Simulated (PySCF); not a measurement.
B3LYP has the VWN-RPA correlation part, as in Gaussian. 

Cartesian coordinates (Å):
SMILES: C[CH2][Sn]([F])([F])[CH2]C
```xyz
17

C     -2.9204     0.0524     0.2183
C     -1.9039     0.6563    -0.7412
Sn     0.0499    -0.2004    -0.5178
F     -0.2608    -1.8597     0.4539
F      0.5561    -0.8558    -2.2790
C      1.8419     0.6034     0.3373
C      2.9045    -0.4787     0.4758
H     -2.6872     0.2881     1.2682
H     -3.9299     0.4427     0.0112
H     -2.9568    -1.0435     0.1350
H     -1.8184     1.7483    -0.6261
H     -2.1632     0.4597    -1.7937
H      2.1706     1.4309    -0.3112
H      1.5658     1.0405     1.3103
H      2.5474    -1.3164     1.0935
H      3.1878    -0.8909    -0.5046
H      3.8168    -0.0769     0.9454
```
Charge 0, spin multiplicity 1.

**Question.** What S1 oscillator strength, LUMO, dipole moment, HOMO and HOMO–LUMO gap does B3LYP-D3(BJ)/def2-TZVP // PBE0-D4/def2-SVP run with PySCF 2.14.0 give?

**Answer.** 
```
Property                    Value
----------------------  ---------
S1 oscillator strength      0.024
LUMO                     -0.89 eV
dipole moment           0.910 e·Å
HOMO                     -7.78 eV
HOMO–LUMO gap             6.88 eV
```
